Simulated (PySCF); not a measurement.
## Electron correlation in Sn (tin, neutral)

[Kr] 4d10 5s1 5p2 6s1, high-spin 5P determinant (an excited configuration). Calculation: PySCF 2.14, in x2c-TZVPPall with one added diffuse shell each of s, p, d, f type (9s7p5d3f, 76 functions); scalar relativity by spin-free X2C-1e. Frozen: [Ar] 3d10; 22 electrons correlated.

```csv
level,correlation energy (mhartree)
CCSD,-314.07
(T),-5.76
CCSD(T),-319.83
```

Diagnostics: T1 = 0.0095, D1 = 0.0451, largest double amplitude 0.034.

Question: Is a single reference adequate?

Answer: Yes, within this model without spin-orbit coupling: T1 lies below 0.03 and no double amplitude reaches 0.07.

This basis was not built for core-valence correlation, so the inner-shell part is incomplete.
